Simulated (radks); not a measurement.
Results of a calculation; reference values are marked as such.
Question: Pd2+, 44 electrons, occupied as [Kr] 4d8. Level of theory: scalar-relativistic Kohn-Sham, LDA (Slater exchange, Perdew-Zunger correlation), spin-polarised, spherical densities, point nucleus; open shells are filled with parallel spins first (spin-orbit coupling, left out, can overturn this in heavy ions) (a radial shooting solver on a logarithmic mesh with Libxc functionals). Some entries of the table are withheld. Estimate them.

orbital  occ.  eigenvalue (hartree)  <1/r> (bohr^-1)  r(max) (bohr)
1s up       1             -887.9053            48.19        0.02068
1s down     1             -887.9051            48.19        0.02068
2s up       1             -130.4757            10.93         0.1169
2s down     1             -130.4631            10.93         0.1169
2p up       3             -117.1529            10.58        0.09341
2p down     3             -117.1429            10.58        0.09341
3s up       1             -24.27477            3.821         0.3422
3s down     1             -24.26598            3.821         0.3422
3p up       3             -19.89648            3.642         0.3352
3p down     3             -19.88694            3.642         0.3352
3d up       5             -12.92123            3.418         0.2819
3d down     5             -12.90856            3.418         0.2819
4s up       1              -4.08453            1.465         0.8495
4s down     1              -4.03571            1.467         0.8486
4p up       3              -2.82384            1.315         0.9069
4p down     3              -2.77396            1.316         0.9059
4d up       5                   (1)           0.9770          1.074
4d down     3                   (2)           0.9711          1.075

Answer: 
(1) 4d up eigenvalue (hartree): -1.03464
(2) 4d down eigenvalue (hartree): -0.98790
